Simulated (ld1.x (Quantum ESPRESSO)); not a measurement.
## Before and after: RRKJ potential for B (Z = 5)

ld1.x (Quantum ESPRESSO) 7.5 input, shortened:

```
&input
   title='B', zed=5., rel=0, dft='PBESOL', iswitch=3,
   config='[He] 2s2 2p1'
 /
 &inputp
   pseudotype=2, tm=.false., lloc=0,
   nlcc=.false.
 /
2
2P  2  1   1.00   0.00  2.70  2.70  0.0
2S  1  0   2.00   0.00  0.95  0.95  0.0
 &test
   configts(1)='2s2 2p1'
 /
```

All-electron outer shells of the reference configuration (PBEsol, non-relativistic, ld1.x):

```json
{"shell": "2s", "level (eV)": "-9.36", "outermost node (bohr)": "0.46", "outermost maximum (bohr)": "1.52"}
{"shell": "2p", "level (eV)": "-3.56", "outermost node (bohr)": "–", "outermost maximum (bohr)": "1.59"}
```

Change: functional PBE.

Cutoffs: the cutoffs (Ry, on a coarse ladder) from which the occupation-weighted sum of valence levels, in a spherical-Bessel basis at the reference potential, stays within 10 and 1 mRy of its value at 400 Ry; they do not see the model core or the augmentation charge, which bear on the density cutoff. Errors are all-electron minus pseudo energies relative to the spin-unpolarised reference configuration.

**Question.** Predict the effect on cutoff, ghosts and configuration errors.

**Answer.** The potential gets neither clearly harder nor softer (70 Ry and 160 Ry → 70 Ry and 160 Ry); of the 7 tests that both files solve, the error grows in 1 and shrinks in 2 by more than 15 % and 0.3 meV (median size 17.7 → 10.3 meV); neither file shows a bound ghost.

```csv
quantity,base,changed
"cutoff, loose",70 Ry,70 Ry
"cutoff, tight",160 Ry,160 Ry
bound ghosts,none,none
"error for 2s2 2p0, meV [ΔE 8.14 → 8.22 eV]",+68,+76
"error for 2s1 2p0, meV [ΔE 33.40 → 33.64 eV]",+227,+246
"error for 2s2 2p0.5, meV [ΔE 2.86 → 2.89 eV]",+9.3,+10
"error for 2s0 2p3, meV [ΔE 11.64 → 11.71 eV]",-18,-0.5
"error for 2s1 2p1, meV [ΔE 14.26 → 14.36 eV]",-31,-36
"error for 2s1 2p2, meV [ΔE 5.81 → 5.84 eV]",-9.3,-5.6
"error for 2s2 2p1.3, meV [ΔE -0.73 → -0.74 eV]",+0.8,+0.8
s: phases at 2.96 bohr within 0.05 rad from the reference energy up to (Ry; the scan ends near 5),1.3,1.3
p: phases at 2.96 bohr within 0.05 rad from the reference energy up to (Ry; the scan ends near 5),1.1,1.1
```
